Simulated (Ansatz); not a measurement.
Total energies of (MeBPH)3 ring (C3H12B3P3) from Ansatz at PBE0-D4/def2-TZVP, gas phase (1 Eh = 27.2114 eV = 2625.5 kJ/mol). The reference geometry is relaxed at PBE-D4/def2-SVP.

```tsv
state	geometry	energy (Eh)
charge 0 singlet	reference	-1219.65094
charge 1 doublet	reference	-1219.34042
charge 1 doublet	relaxed at PBE-D4/def2-SVP	-1219.36307
free B atom (doublet)	–	-24.61828
free C atom (triplet)	–	-37.80537
free P atom (quartet)	–	-341.13505
free H atom (doublet)	–	-0.50104
```

Q: Work out the vertical ionisation energy to the doublet.

A: E(charge 1 doublet) − E(charge 0 singlet) = -1219.34042 − (-1219.65094) = 0.31052 Eh = 8.45 eV. For comparison, −ε of the highest occupied level is 6.82 eV at this level, 1.63 eV less.

Q: How much does the charge 1 doublet relax, and what is the adiabatic ionisation energy?

A: Relaxation: -1219.34042 − (-1219.36307) = 0.02265 Eh = 0.62 eV. Adiabatic ionisation energy: 0.28787 Eh = 7.83 eV, without zero-point energy. 

Q: What is the binding energy per atom against free atoms?

A: Atoms: 3 × (-24.61828) + 3 × (-37.80537) + 3 × (-341.13505) + 12 × (-0.50104) = -1216.68858 Eh. Binding: -1216.68858 − (-1219.65094) = 2.96236 Eh = 80.61 eV, or 3.84 eV for each of 21 atoms (no zero-point energy, no counterpoise term).
